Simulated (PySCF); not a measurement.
Below is a simulated gas-phase C 1s photoelectron spectrum of GeHMe2(OMe), `[CH3][GeH]([CH3])[O]C`.

Every computed line was given a Gaussian of 0.8 eV full width at half maximum and an area set by the number of equivalent atoms; the highest printed point is 100. Level of theory: PySCF 2.14.0, delta-SCF UKS SCAN, pcX-2 on the ionised atom, pcseg-1 elsewhere, spin-free X2C.

binding energy (eV), intensity and a bar:
```
    289.0          0 
    289.1          1 
    289.2          1 
    289.3          3 #
    289.4          6 ##
    289.5         12 ####
    289.6         21 ######
    289.7         34 ##########
    289.8         50 ###############
    289.9         68 ####################
    290.0         84 #########################
    290.1         96 #############################
    290.2        100 ##############################
    290.3         96 #############################
    290.4         84 #########################
    290.5         67 ####################
    290.6         50 ###############
    290.7         34 ##########
    290.8         21 ######
    290.9         13 ####
    291.0          8 ##
    291.1          6 ##
    291.2          7 ##
    291.3         11 ###
    291.4         17 #####
    291.5         25 ########
    291.6         34 ##########
    291.7         42 #############
    291.8         48 ##############
    291.9         50 ###############
    292.0         48 ##############
    292.1         42 #############
    292.2         34 ##########
    292.3         25 #######
    292.4         17 #####
    292.5         10 ###
    292.6          6 ##
    292.7          3 #
    292.8          1 
    292.9          1 
    293.0          0
```

Task: Count the maxima, the lines and the sites behind this envelope.

Result: The curve has 2 maxima (at 290.2 and 291.9 eV). Under it lie 2 lines from 2 inequivalent carbon sites.

Task: Decompose the envelope and assign each component. Bonds: Ge1–C3, Ge1–C7, Ge1–O11, O11–C12. Hydrogens: H2 on Ge1; H4, H5, H6 on C3; H8, H9, H10 on C7; H13, H14, H15 on C12.

Result: 
```csv
position (eV),relative area,line,atoms,environment
290.20,2,C 1s,C3/C7,carbon bonded to Ge and 3 H
291.90,1,C 1s,C12,carbon bonded to O and 3 H
```

Lowest listed C 1s: C3/C7, bonded to 3 H and Ge. Highest, 1.70 eV above it: C12, bonded to O and 3 H.

The curve has no shake-up lines and no vibrational structure. Topologically equivalent atoms share the value of their first member; where this conformer doesn't relate them by symmetry, their own values could differ. The structure is a single PBE0-D3(BJ)/def2-SVP conformer in the gas phase; no vibrational or solvent corrections.
